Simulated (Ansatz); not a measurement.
One change: `COB(O)Cl` becomes `C[O][Al]([OH])[Cl]`.

Ansatz, PBE0-D4/def2-TZVP geometries, multiplicity 1. Each molecule was computed in one conformer, which needn't be the lowest.

```tsv
property	`COB(O)Cl`
HOMO energy (PBE/def2-TZVPP) / eV	-7.36
LUMO energy (B3LYP/def2-TZVPP) / eV	0.38
LUMO energy (PBE0/def2-TZVPP) / eV	0.75
size of the dipole moment (ωB97M-V/def2-TZVPP) / D	2.41
size of the dipole moment (PBE/def2-TZVPP) / D	2.36
HOMO energy (B3LYP/def2-TZVPP) / eV	-8.71
```

Give the same properties after the change, and the shifts. (Estimate.)

The calculation gave: 
```tsv
property	`C[O][Al]([OH])[Cl]`	shift
HOMO energy (PBE/def2-TZVPP) / eV	-6.83	0.53
LUMO energy (B3LYP/def2-TZVPP) / eV	-0.91	-1.29
LUMO energy (PBE0/def2-TZVPP) / eV	-0.60	-1.35
size of the dipole moment (ωB97M-V/def2-TZVPP) / D	0.41	-2.00
size of the dipole moment (PBE/def2-TZVPP) / D	0.30	-2.06
HOMO energy (B3LYP/def2-TZVPP) / eV	-8.14	0.57
```

With PBE0 the HOMO rises by 0.58 eV and the LUMO falls by 1.35 eV, so the gap narrows by about 1.93 eV. PBE moves the HOMO by 0.53 eV and ωB97M-V by 0.55 eV. Dipoles are sizes alone; their direction can turn.

B3LYP here is the variant with VWN-RPA as its local correlation; programs differ in this.
